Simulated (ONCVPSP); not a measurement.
cobalt ONCV: all-electron and pseudo phase curves

cobalt, optimised norm-conserving Vanderbilt (ONCV), made with ONCVPSP 4.0.1 (BLYP, fully relativistic). Core [Ne] 3s2, reference 3p6 3d7 4s1 4p1. Waves: 4s: rc 2.10 bohr, ncon 4, nbas 9, qcut 3.6 1/bohr, 3 projectors, debl 0.6 Ha; 3p+4p: rc 1.65 bohr, ncon 4, nbas 8, qcut 9.1 1/bohr, 2 projectors; 3d: rc 1.05 bohr, ncon 4, nbas 9, qcut 16 1/bohr, 2 projectors, debl 3.8 Ha. Local part: polynomial inside 1.00 bohr (lpopt 5, dvloc0 0 Ha). Core correction: polynomial model core, fcfact 0.55.

Open shells are filled in proportion to 2j + 1.

The phase is arctan(r·R′/R) of the radial function R(r), unwrapped; energies in Ha, scanned from -4 to 5 Ha. A pole is an energy at which the radial function vanishes at the test radius. The pseudo phase is shifted by a multiple of π to meet the all-electron one at the reference energy, and phase errors are pseudo minus all-electron; the curves can meet again beyond the range given. Levels narrower than the energy grid can be missing from the lists of poles. n/a: not evaluated, since a narrow level or a reset projector energy made the automatic matching unsafe.

```csv
channel,radius (bohr),reference energy (Ha),"poles, all-electron","poles, pseudo",unbroken range about the reference energy with phases within 0.05 rad,phase error 1 Ha above the reference energy (rad)
s,2.13,-0.24,"-3.81, 1.58",1.58,n/a,n/a
p3/2,1.68,-0.07,"-2.28, 4.93",-2.28,the whole range,+0.003
p1/2,1.68,-0.08,"-2.36, 4.86",-2.36,the whole range,+0.007
d5/2,1.06,-0.36,1.73,1.73,the whole range,+0.000
d3/2,1.06,-0.37,1.71,1.71,the whole range,+0.000
```

Note: ghosts flagged at negative energy: s at -1035.3 eV, s at -67.6 eV, p1/2 at -2338.3 eV; GHOST(+) flagged for s at 493.8 eV. A true bound ghost makes a file unfit for plane-wave use.

Phases in the p3/2 channel:

```
E (Ha)  all-electron  pseudo
 -3.98         1.232   1.232
 -3.50         1.157   1.157
 -3.02         0.936   0.936
 -2.54        -1.076  -1.076
 -2.06        -1.702  -1.702
 -1.58        -1.845  -1.845
 -1.10        -1.955  -1.955
 -0.62        -2.091  -2.091
 -0.14        -2.309  -2.309
  0.34        -2.722  -2.721
  0.82        -3.394  -3.392
  1.30        -3.955  -3.950
  1.78        -4.250  -4.245
  2.26        -4.409  -4.404
  2.74        -4.506  -4.500
  3.22        -4.572  -4.566
  3.70        -4.622  -4.614
  4.18        -4.661  -4.652
  4.66        -4.695  -4.683
```
